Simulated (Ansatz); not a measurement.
Start from `[F][Sn]([F])([I])[I]` and change one element to get `F[Si](F)(I)I`.

Ansatz, PBE0-D4/def2-TZVP geometries, multiplicity 1. 

Elements past krypton have def2 core potentials.

| property | `[F][Sn]([F])([I])[I]` |
| --- | --- |
| HOMO energy (B3LYP/def2-TZVPP) / eV | -8.24 |
| HOMO energy (PBE/def2-TZVPP) / eV | -7.32 |
| HOMO energy (ωB97M-V/def2-TZVPP) / eV | -10.60 |
| LUMO energy (PBE/def2-TZVPP) / eV | -4.25 |
| size of the dipole moment (PBE/def2-TZVPP) / D | 2.66 |
| LUMO energy (PBE0/def2-TZVPP) / eV | -3.49 |

Problem. What does the change do to each property? (Best estimate.)

Solution. Computed: 
```csv
property,`F[Si](F)(I)I`,shift
HOMO energy (B3LYP/def2-TZVPP) / eV,-7.82,0.42
HOMO energy (PBE/def2-TZVPP) / eV,-6.93,0.39
HOMO energy (ωB97M-V/def2-TZVPP) / eV,-10.16,0.44
LUMO energy (PBE/def2-TZVPP) / eV,-2.42,1.83
size of the dipole moment (PBE/def2-TZVPP) / D,1.11,-1.55
LUMO energy (PBE0/def2-TZVPP) / eV,-1.60,1.89
```

With PBE0 the HOMO rises by 0.42 eV and the LUMO rises by 1.89 eV, so the gap widens by about 1.47 eV. PBE moves the HOMO by 0.39 eV and ωB97M-V by 0.44 eV. Dipoles are sizes alone; their direction can turn.

B3LYP here is the variant with VWN-RPA as its local correlation; programs differ in this.

Spin–orbit coupling is left out; it splits and shifts lone-pair levels of the heavy atoms by tenths of an eV.
